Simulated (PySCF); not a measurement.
A run for PySCF: U-B3LYP/LANL2DZ on BrFH2Sn (SMILES [F][SnH2][Br]), a point of a bond scan (R = 1.700 Å).

```python
from pyscf import gto, scf, dft, mp
from pyscf.data.elements import chemcore

mol = gto.M(
    atom='''
    Sn   -0.82087301   -0.25418523    0.04124020
    F    -1.53349458    1.43640576   -0.55475012
    Br    1.64216243    0.04607296    0.07036013
    H    -1.24249200   -1.37719034   -1.16269239
    H    -1.38809149   -0.45375329    1.63082898
    ''',
    basis='lanl2dz',
    ecp={'Br': 'lanl2dz', 'Sn': 'lanl2dz'},
    charge=0, spin=0, verbose=3, max_memory=1800)
mf = dft.UKS(mol, xc='b3lyp')
mf.conv_tol = 1e-8
mf.max_cycle = 100
mf.init_guess_breaksym = True
mf.kernel()
if not mf.converged:
    mf = mf.newton().run(mf.mo_coeff, mf.mo_occ)
for _ in range(4):
    mo, _, stable, _ = mf.stability(return_status=True)
    if stable:
        break
    mf.kernel(mf.make_rdm1(mo, mf.mo_occ))
```

Program output:

```
converged SCF energy = -117.652408770364  <S^2> = 1.3414514e-10  2S+1 = 1
<class 'pyscf.dft.uks.UKS'> wavefunction is stable in the internal stability analysis
```

Self-consistency was reached.

Cost: around 13 core-seconds (rough).
